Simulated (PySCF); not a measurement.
C$_{2}$H$_{3}$O$_{2}$ (SMILES [CH2]OC=O), doublet, at a GFN2-xTB geometry, with bond 2-1 at 1.6 times its length; PySCF with HF/def2-SV(P).

Input for PySCF:
```python
from pyscf import gto, scf

mol = gto.Mole()
mol.atom = '''
    C    -0.879281    0.003510    0.015641
    O    -0.782560   -1.620229    1.041335
    O     0.170849    0.700151   -0.446594
    H    -1.802591    0.513737   -0.288524
    C     1.414846    0.280287   -0.206134
    H     1.577655   -0.618866    0.359629
    H     2.195402    0.891757   -0.608989
'''
mol.basis = 'def2-sv(p)'
mol.charge = 0
mol.spin = 1
mol.verbose = 4
mol.build()

mf = scf.UHF(mol)
mf.diis_space = 20
mf.kernel()
```

Output, abridged:

```
PySCF version 2.14.0

[INPUT] verbose = 4
[INPUT] num. atoms = 7
[INPUT] num. electrons = 31
[INPUT] charge = 0
[INPUT] spin (= nelec alpha-beta = 2S) = 1
[INPUT] symmetry False subgroup None
[INPUT] Mole.unit = angstrom
[INPUT] Symbol           X                Y                Z      unit          X                Y                Z       unit  Magmom
[INPUT]  1 C     -0.879281000000   0.003510000000   0.015641000000 AA   -1.661600276534   0.006632938697   0.029557206314 Bohr   0.0
[INPUT]  2 O     -0.782560000000  -1.620229000000   1.041335000000 AA   -1.478824076040  -3.061789069078   1.967837953924 Bohr   0.0
[INPUT]  3 O      0.170849000000   0.700151000000  -0.446594000000 AA    0.322857818656   1.323093635840  -0.843940348874 Bohr   0.0
[INPUT]  4 H     -1.802591000000   0.513737000000  -0.288524000000 AA   -3.406403304606   0.970822230056  -0.545231340364 Bohr   0.0
[INPUT]  5 C      1.414846000000   0.280287000000  -0.206134000000 AA    2.673671448436   0.529665666276  -0.389536804961 Bohr   0.0
[INPUT]  6 H      1.577655000000  -0.618866000000   0.359629000000 AA    2.981335869051  -1.169487247805   0.679600316451 Bohr   0.0
[INPUT]  7 H      2.195402000000   0.891757000000  -0.608989000000 AA    4.148708513322   1.685176499664  -1.150822422873 Bohr   0.0

nuclear repulsion = 101.967467556215
number of shells = 30
number of NR pGTOs = 108
number of NR cGTOs = 62
basis = def2-sv(p)
ecp = {}

******** <class 'pyscf.scf.uhf.UHF'> ********
method = UHF
initial guess = minao
damping factor = 0
level_shift factor = 0
DIIS = <class 'pyscf.scf.diis.CDIIS'>
diis_start_cycle = 1
diis_space = 20
diis_damp = 0
SCF conv_tol = 1e-09
SCF conv_tol_grad = None
SCF max_cycles = 50
direct_scf = True
direct_scf_tol = 1e-13
number electrons alpha = 16  beta = 15
Set gradient conv threshold to 3.16228e-05
init E= -226.652537730377

cycle= 1 E= -226.222118859657  delta_E= 0.43  |g|= 0.829  |ddm|= 1.77
cycle= 2 E= -224.66553455077  delta_E= 1.56  |g|= 1.83  |ddm|= 2.34
cycle= 3 E= -226.659253924571  delta_E= -1.99  |g|= 0.177  |ddm|=  1.9
cycle= 4 E= -226.695469882677  delta_E= -0.0362  |g|= 0.0883  |ddm|= 0.232
cycle= 5 E= -226.708973818252  delta_E= -0.0135  |g|= 0.0561  |ddm|= 0.136
cycle= 6 E= -226.720402043953  delta_E= -0.0114  |g|= 0.0314  |ddm|= 0.176
cycle= 7 E= -226.724453533622  delta_E= -0.00405  |g|= 0.0107  |ddm|= 0.145
cycle= 8 E= -226.724662257767  delta_E= -0.000209  |g|= 0.00565  |ddm|= 0.0233
cycle= 9 E= -226.724738083199  delta_E= -7.58e-05  |g|= 0.00361  |ddm|= 0.0135
cycle= 10 E= -226.724789900725  delta_E= -5.18e-05  |g|= 0.00258  |ddm|= 0.0124
cycle= 11 E= -226.724832209472  delta_E= -4.23e-05  |g|= 0.00183  |ddm|= 0.0145
cycle= 12 E= -226.7248546446  delta_E= -2.24e-05  |g|= 0.00158  |ddm|= 0.01
cycle= 13 E= -226.724873931669  delta_E= -1.93e-05  |g|= 0.00149  |ddm|= 0.00945
cycle= 14 E= -226.724888624513  delta_E= -1.47e-05  |g|= 0.00145  |ddm|= 0.00714
cycle= 15 E= -226.724901607194  delta_E= -1.3e-05  |g|= 0.00144  |ddm|= 0.00631
cycle= 16 E= -226.724913024545  delta_E= -1.14e-05  |g|= 0.00145  |ddm|= 0.00556
cycle= 17 E= -226.724903945019  delta_E= 9.08e-06  |g|= 0.00145  |ddm|= 0.00465
cycle= 18 E= -226.72490893394  delta_E= -4.99e-06  |g|= 0.00142  |ddm|= 0.00343
cycle= 19 E= -226.724980698759  delta_E= -7.18e-05  |g|= 0.00105  |ddm|= 0.0601
cycle= 20 E= -226.725001359736  delta_E= -2.07e-05  |g|= 0.000633  |ddm|= 0.0439
cycle= 21 E= -226.725000991395  delta_E= 3.68e-07  |g|= 0.000436  |ddm|= 0.00321
cycle= 22 E= -226.725001780249  delta_E= -7.89e-07  |g|= 0.000268  |ddm|= 0.0116
cycle= 23 E= -226.725001877515  delta_E= -9.73e-08  |g|= 0.00014  |ddm|= 0.00524
cycle= 24 E= -226.72500194103  delta_E= -6.35e-08  |g|= 5.72e-05  |ddm|= 0.00156
cycle= 25 E= -226.725001949475  delta_E= -8.44e-09  |g|= 2.46e-05  |ddm|= 0.000522
cycle= 26 E= -226.725001950306  delta_E= -8.31e-10  |g|= 1.81e-05  |ddm|= 6.38e-05
Extra cycle  E= -226.725001950511  delta_E= -2.05e-10  |g|= 1.25e-05  |ddm|= 2.77e-05
converged SCF energy = -226.725001950511  <S^2> = 0.84429819  2S+1 = 2.0921742
```
